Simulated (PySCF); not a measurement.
Computed shifts of a molecule C₆H₁₂O₃, HF/pcSseg-1 run with PySCF, GIAO, gas phase, equivalent atoms averaged, in ppm (number of nuclei): ¹³C: 181.3 (1), 69.0 (1), 65.1 (1), 56.1 (1), 24.8 (1), 20.6 (1). ¹H: 4.77 (1), 3.57 (1), 3.47 (3), 2.73 (1), 2.35 (3), 1.65 (3). References: ¹³C against TMS (σ = 192.6 ppm); ¹⁷O against H2O (σ = 333.0 ppm); ¹H against TMS (σ = 31.99 ppm), references at their B3LYP-D3(BJ)/def2-TZVP geometries, non-relativistic. The structure is a stationary point at B3LYP-D3(BJ)/def2-SVP. One conformer was computed; it need not be the lowest.

Pick the molecule that these values belong to.
A. COCOC(=O)C(C)C
B. COCC(C)OC(C)=O
C. CC(C)C(=O)OCCO

B, COCC(C)OC(C)=O
